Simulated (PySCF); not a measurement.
## How methods differ on the ionisation energy of Ba⁺

Ba⁺ [Xe] 6s1 (2S) → Ba²⁺ [Xe] (1S), as a difference of total energies. Computed with PySCF 2.14 in ANO-RCC-VTZP (8s7p4d2f1g, 72 functions), with scalar relativity by spin-free X2C-1e. Correlated levels: valence and next inner shell: [Kr] 4d10 frozen. The calculations carry no spin-orbit coupling.

```json
{"method": "UHF", "ionisation energy (eV)": "9.324", "error (eV)": "-0.680"}
{"method": "LDA", "ionisation energy (eV)": "10.210", "error (eV)": "+0.206"}
{"method": "PBE", "ionisation energy (eV)": "10.045", "error (eV)": "+0.041"}
{"method": "PBE0", "ionisation energy (eV)": "9.922", "error (eV)": "-0.082"}
{"method": "r2SCAN", "ionisation energy (eV)": "9.738", "error (eV)": "-0.266"}
{"method": "BLYP", "ionisation energy (eV)": "10.059", "error (eV)": "+0.055"}
{"method": "revPBE", "ionisation energy (eV)": "9.954", "error (eV)": "-0.050"}
{"method": "MP2 (valence and next inner shell)", "ionisation energy (eV)": "9.781", "error (eV)": "-0.223"}
{"method": "SCS-MP2 (valence and next inner shell)", "ionisation energy (eV)": "9.693", "error (eV)": "-0.311"}
```

Reference: 10.004 eV (measured; NIST Atomic Spectra Database, ionization energies).

Errors of the correlated levels include the incompleteness of this basis and the frozen core.
